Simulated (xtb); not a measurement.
C₄H₁₂N (SMILES C[N+](C)(C)C), charge +1, singlet, from a rough starting geometry; GFN2-xTB (xtb).

xtb was given this input:
```
$ xtb mol.xyz --gfn 2 --chrg 1 --opt vtight --json

# file mol.xyz
17

C     -0.20411983    -0.61556957    -1.34085260
N     -0.00052112     0.01373801     0.03253802
C      0.05133325     1.51043595    -0.13913765
C     -1.09651356    -0.34487915     0.98903550
C      1.27103342    -0.53700466     0.57075787
H     -1.20919539    -0.22969581    -1.67587799
H     -0.24361531    -1.73777568    -1.17557679
H      0.53889786    -0.33943176    -2.04854060
H      0.22673242     1.93114062     0.82300773
H     -0.82595005     1.83124504    -0.55729260
H      0.89828158     1.71526886    -0.83592701
H     -2.03582335     0.04354992     0.55663913
H     -1.14784438    -1.42838942     1.05248911
H     -0.90281037     0.14002836     1.87061137
H      1.25434446    -1.61642260     0.64859237
H      2.08065011    -0.25261096    -0.14846963
H      1.45721094     0.01080965     1.52242573
```

It wrote (shortened):

```
   ID    Z sym.   atoms
    1    6 C      1, 3-5
    2    7 N      2
    3    1 H      6-17

           -------------------------------------------------
          |                Calculation Setup                |
           -------------------------------------------------

           -------------------------------------------------
          |                 G F N 2 - x T B                 |
           -------------------------------------------------

          ...................................................
          :                      SETUP                      :
          :.................................................:
          :  # basis functions                  32          :
          :  # atomic orbitals                  32          :
          :  # shells                           22          :
          :  # electrons                        32          :
          :  max. iterations                   250          :
          :  Hamiltonian                  GFN2-xTB          :
          :  restarted?                      false          :
          :  GBSA solvation                  false          :
          :  PC potential                    false          :
          :  electronic temp.          300.0000000     K    :
          :  accuracy                    1.0000000          :
          :  -> integral cutoff          0.2500000E+02      :
          :  -> integral neglect         0.1000000E-07      :
          :  -> SCF convergence          0.1000000E-05 Eh   :
          :  -> wf. convergence          0.1000000E-03 e    :
          :  Broyden damping             0.4000000          :
          :  net charge                          1          :
          :  unpaired electrons                  0          :
          ...................................................

 iter      E             dE          RMSdq      gap      omega  full diag
   1    -17.3331310 -0.173331E+02  0.310E+00   11.09       0.0  T
   2    -17.4219052 -0.887742E-01  0.241E+00   10.26       1.0  T
   3    -17.4230816 -0.117649E-02  0.151E+00   10.28       1.0  T
   4    -17.4233775 -0.295816E-03  0.117E-01   10.30       1.0  T
   5    -17.4233801 -0.263704E-05  0.648E-02   10.30       1.0  T
   6    -17.4233802 -0.850607E-07  0.557E-03   10.30       4.4  T
   7    -17.4233803 -0.157243E-06  0.109E-03   10.30      22.4  T
   8    -17.4233803 -0.751733E-09  0.290E-04   10.30      83.6  T
   9    -17.4233803 -0.419757E-09  0.888E-05   10.30     273.2  T

   *** convergence criteria satisfied after 9 iterations ***

         :::::::::::::::::::::::::::::::::::::::::::::::::::::
         ::                     SUMMARY                     ::
         :::::::::::::::::::::::::::::::::::::::::::::::::::::
         :: total energy             -17.179546892576 Eh    ::
         :: gradient norm              0.146343984592 Eh/a0 ::
         :: HOMO-LUMO gap             10.301912660051 eV    ::
         ::.................................................::
         :: SCC energy               -17.423360192477 Eh    ::
         :: -> isotropic ES            0.089971207859 Eh    ::
         :: -> anisotropic ES         -0.009542177557 Eh    ::
         :: -> anisotropic XC          0.015305000247 Eh    ::
         :: -> dispersion             -0.008158036514 Eh    ::
         :: repulsion energy           0.243813299901 Eh    ::
         :: add. restraining           0.000000000000 Eh    ::
         :: total charge               1.000000000000 e     ::
         :::::::::::::::::::::::::::::::::::::::::::::::::::::

      -----------------------------------------------------------
     |                   =====================                   |
     |                        A N C O P T                        |
     |                   =====================                   |
     |               Approximate Normal Coordinate               |
     |                Rational Function Optimizer                |
      -----------------------------------------------------------
      -----------------------------------------------------------
     |                   =====================                   |
     |                        A N C O P T                        |
     |                   =====================                   |
     |               Approximate Normal Coordinate               |
     |                Rational Function Optimizer                |
      -----------------------------------------------------------

          ...................................................
          :                      SETUP                      :
          :.................................................:
          :   optimization level         verytight          :
          :   max. optcycles                   340          :
          :   ANC micro-cycles                  20          :
          :   degrees of freedom                45          :
          :.................................................:
          :   RF solver                   davidson          :
          :   write xtbopt.log                true          :
          :   linear?                        false          :
          :   energy convergence         0.1000000E-06 Eh   :
          :   grad. convergence          0.2000000E-03 Eh/α :
          :   maxmium RF displ.          1.0000000          :
          :   Hlow (freq-cutoff)         0.1000000E-01      :
          :   Hmax (freq-cutoff)         5.0000000          :
          :   S6 in model hess.         20.0000000          :
          ...................................................

generating ANC from exact Hessian ...
Using Lindh-Hessian (1995)
 Shifting diagonal of input Hessian by    7.6051051202113279E-004
 Lowest  eigenvalues of input Hessian
    0.000000    0.000000    0.000000    0.000000    0.000000    0.000000
    0.010000    0.010913    0.011647    0.011953    0.012698    0.012821
[...]
 * total energy  :   -17.1795469 Eh     change       -0.2194156E-10 Eh
 * total energy  :   -17.1952996 Eh     change       -0.1575268E-01 Eh
 * total energy  :   -17.1970616 Eh     change       -0.1762061E-02 Eh
 * total energy  :   -17.1971394 Eh     change       -0.7779270E-04 Eh
 * total energy  :   -17.1971503 Eh     change       -0.1083529E-04 Eh
 * total energy  :   -17.1971528 Eh     change       -0.2579584E-05 Eh
 * total energy  :   -17.1971540 Eh     change       -0.1125843E-05 Eh
 * total energy  :   -17.1971547 Eh     change       -0.6875332E-06 Eh
 * total energy  :   -17.1971549 Eh     change       -0.2427338E-06 Eh
 * total energy  :   -17.1971551 Eh     change       -0.1901857E-06 Eh
 * total energy  :   -17.1971553 Eh     change       -0.1794550E-06 Eh
 * total energy  :   -17.1971553 Eh     change       -0.3553483E-07 Eh
   *** GEOMETRY OPTIMIZATION CONVERGED AFTER 12 ITERATIONS ***
         :: total energy             -17.197155305648 Eh    ::
[...]
           -------------------------------------------------

    * Orbital Energies and Occupations

         #    Occupation            Energy/Eh            Energy/eV
      -------------------------------------------------------------
         1        2.0000           -0.8832056             -24.0332
       ...           ...                  ...                  ...
         4        2.0000           -0.8349070             -22.7190
         5        2.0000           -0.7642221             -20.7955
         6        2.0000           -0.7369587             -20.0537
         7        2.0000           -0.7369578             -20.0536
         8        2.0000           -0.7369565             -20.0536
         9        2.0000           -0.6807084             -18.5230
        10        2.0000           -0.6807056             -18.5229
        11        2.0000           -0.6599648             -17.9586
        12        2.0000           -0.6599639             -17.9585
        13        2.0000           -0.6599616             -17.9585
        14        2.0000           -0.6529513             -17.7677
        15        2.0000           -0.6529501             -17.7677
        16        2.0000           -0.6529491             -17.7676 (HOMO)
        17                         -0.2311600              -6.2902 (LUMO)
        18                         -0.1571681              -4.2768
        19                         -0.1571628              -4.2766
        20                         -0.1571554              -4.2764
        21                         -0.0756199              -2.0577
        22                          0.0090189               0.2454
        23                          0.0090297               0.2457
        24                          0.0090362               0.2459
        25                          0.0186636               0.5079
        26                          0.0186685               0.5080
        27                          0.0396058               1.0777
       ...                                ...                  ...
        32                          0.0589395               1.6038
      -------------------------------------------------------------
                  HL-Gap            0.4217891 Eh           11.4775 eV
             Fermi-level           -0.4420545 Eh          -12.0289 eV

     #   Z          covCN         q      C6AA      α(0)
     1   6 C        3.725    -0.103    22.575     6.784
     2   7 N        3.624     0.162    18.514     6.391
     3   6 C        3.725    -0.103    22.575     6.784
     4   6 C        3.725    -0.103    22.575     6.784
     5   6 C        3.725    -0.103    22.575     6.784
     6   1 H        0.925     0.104     1.748     2.068
     7   1 H        0.925     0.104     1.748     2.068
     8   1 H        0.925     0.104     1.748     2.068
     9   1 H        0.925     0.104     1.748     2.068
    10   1 H        0.925     0.104     1.748     2.068
    11   1 H        0.925     0.104     1.748     2.068
    12   1 H        0.925     0.104     1.748     2.068
    13   1 H        0.925     0.104     1.748     2.068
    14   1 H        0.925     0.104     1.748     2.068
    15   1 H        0.925     0.104     1.748     2.068
    16   1 H        0.925     0.104     1.748     2.068
    17   1 H        0.925     0.104     1.748     2.068

 Mol. C6AA /au·bohr⁶  :       1529.794580
 Mol. C8AA /au·bohr⁸  :      31447.044311
 Mol. α(0) /au        :         58.337604

Wiberg/Mayer (AO) data.
largest (>0.10) Wiberg bond orders for each atom

 ---------------------------------------------------------------------------
     #   Z sym  total        # sym  WBO       # sym  WBO       # sym  WBO
 ---------------------------------------------------------------------------
     1   6 C    3.923 --     7 H    0.974     6 H    0.974     8 H    0.974
                             2 N    0.956
     2   7 N    3.824 --     5 C    0.956     1 C    0.956     4 C    0.956
                             3 C    0.956
     3   6 C    3.923 --     9 H    0.974    10 H    0.974    11 H    0.974
                             2 N    0.956
     4   6 C    3.923 --    14 H    0.974    13 H    0.974    12 H    0.974
                             2 N    0.956
     5   6 C    3.923 --    15 H    0.974    17 H    0.974    16 H    0.974
                             2 N    0.956
     6   1 H    0.989 --     1 C    0.974
     7   1 H    0.989 --     1 C    0.974
     8   1 H    0.989 --     1 C    0.974
     9   1 H    0.989 --     3 C    0.974
    10   1 H    0.989 --     3 C    0.974
    11   1 H    0.989 --     3 C    0.974
    12   1 H    0.989 --     4 C    0.974
    13   1 H    0.989 --     4 C    0.974
    14   1 H    0.989 --     4 C    0.974
    15   1 H    0.989 --     5 C    0.974
    16   1 H    0.989 --     5 C    0.974
    17   1 H    0.989 --     5 C    0.974
 ---------------------------------------------------------------------------

Topologies differ in total number of bonds
Writing topology from bond orders to xtbtopo.mol

molecular dipole:
                 x           y           z       tot (Debye)
 q only:        0.012       0.010       0.016
   full:        0.012       0.010       0.016       0.058
molecular quadrupole (traceless):
                xx          xy          yy          xz          yz          zz
 q only:        0.000       0.000      -0.000       0.000       0.000       0.000
  q+dip:        0.000       0.000      -0.000       0.000      -0.000       0.000
   full:        0.000       0.000      -0.000       0.000       0.000       0.000

optimized geometry written to: xtbopt.xyz

           -------------------------------------------------
          | TOTAL ENERGY              -17.197155305648 Eh   |
          | GRADIENT NORM               0.000030141410 Eh/α |
          | HOMO-LUMO GAP              11.477465795114 eV   |
           -------------------------------------------------

normal termination of xtb
```
